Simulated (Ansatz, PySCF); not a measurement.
Potential energy curve for BrF, singlet.

- UHF/def2-TZVP (PySCF)
- RHF/def2-TZVP (PySCF)
- UKS-BLYP = unrestricted BLYP/def2-TZVP (PySCF 2.14.0)
- RKS-BLYP = restricted BLYP/def2-TZVP run with PySCF 2.14.0
- UKS-CAM-B3LYP = PySCF with unrestricted CAM-B3LYP/def2-TZVP
- RKS-CAM-B3LYP = restricted CAM-B3LYP/def2-TZVP run with PySCF
- UKS-wB97X-V = PySCF with unrestricted wB97X-V/def2-TZVP
- RKS-wB97X-V = restricted wB97X-V/def2-TZVP (PySCF 2.14.0)
- UKS-PBE = unrestricted PBE/def2-TZVP (Ansatz, a first-principles code)
- RKS-PBE = restricted PBE/def2-TZVP (Ansatz)

Scanned distances (Å): 1.32, 1.40, 1.47, 1.58, 1.64, 1.68, 1.75, 1.79, 1.88, 1.92, 2.02, 2.19, 2.35, 2.61, 2.88, 3.14, 3.50, 3.88, 4.25, 4.74, 5.28, 6.10, 7.03.

Problem. Where does the unrestricted solution first break spin symmetry (<S²> of 0.01 or more)?

Solution. UHF: between 1.88 and 1.92 Å; UKS-BLYP: between 2.02 and 2.19 Å; UKS-CAM-B3LYP: between 2.02 and 2.19 Å; UKS-wB97X-V: between 2.02 and 2.19 Å; UKS-PBE: between 2.02 and 2.19 Å.

```tsv
R / Å	<S²> UHF	E(RHF) − E(UHF) / kJ/mol	<S²> UKS-BLYP	E(RKS-BLYP) − E(UKS-BLYP) / kJ/mol	<S²> UKS-CAM-B3LYP	E(RKS-CAM-B3LYP) − E(UKS-CAM-B3LYP) / kJ/mol	<S²> UKS-wB97X-V	E(RKS-wB97X-V) − E(UKS-wB97X-V) / kJ/mol	<S²> UKS-PBE	E(RKS-PBE) − E(UKS-PBE) / kJ/mol
1.32	0.00	0.0	0.00	0.0	0.00	0.0	0.00	0.0	0.00	0.0
1.40	0.00	0.0	0.00	0.0	0.00	0.0	0.00	0.0	0.00	0.0
1.47	0.00	0.0	0.00	0.0	0.00	0.0	0.00	0.0	0.00	0.0
1.58	0.00	0.0	0.00	0.0	0.00	0.0	0.00	0.0	0.00	0.0
1.64	0.00	0.0	0.00	0.0	0.00	0.0	0.00	0.0	0.00	0.0
1.68	0.00	0.0	0.00	0.0	0.00	0.0	0.00	0.0	0.00	0.0
1.75	0.00	0.0	0.00	0.0	0.00	0.0	0.00	0.0	0.00	0.0
1.79	0.00	0.0	0.00	0.0	0.00	0.0	0.00	0.0	0.00	0.0
1.88	0.00	0.0	0.00	0.0	0.00	0.0	0.00	0.0	0.00	0.0
1.92	0.20	3.7	0.00	0.0	0.00	0.0	0.00	0.0	0.00	0.0
2.02	0.52	34.6	0.00	0.0	0.00	0.0	0.00	0.0	0.00	0.0
2.19	0.77	117.5	0.01	0.0	0.04	0.1	0.03	0.1	0.07	0.1
2.35	0.88	201.2	0.41	4.6	0.46	15.6	0.44	17.0	0.44	5.8
2.61	0.96	323.7	0.75	20.9	0.82	68.2	0.79	74.6	0.76	23.3
2.88	1.00	426.2	0.89	—	0.97	127.7	0.95	140.8	0.91	42.4
3.14	1.01	503.5	0.97	—	1.00	177.6	1.00	197.6	0.98	64.3
3.50	1.01	582.4	1.00	—	1.00	230.0	1.00	258.9	1.00	88.6
3.88	1.01	639.5	1.00	—	1.00	268.3	1.00	304.7	1.00	103.8
4.25	1.01	677.9	1.00	—	1.00	294.0	1.00	336.6	1.00	112.1
4.74	1.01	712.3	1.00	—	1.00	316.9	1.00	365.9	1.00	118.0
5.28	1.01	737.3	1.00	—	1.00	333.2	1.00	387.9	1.00	121.3
6.10	1.01	761.8	1.00	—	1.00	349.2	1.00	410.4	1.00	123.4
7.03	1.01	780.0	1.00	—	1.00	361.0	1.00	427.7	1.00	124.2
```

A dash means that the run gave no value there, or that the column was ended at a point which the program doubted or which failed a test of continuity chosen for this set; such a test can also cut sound points.
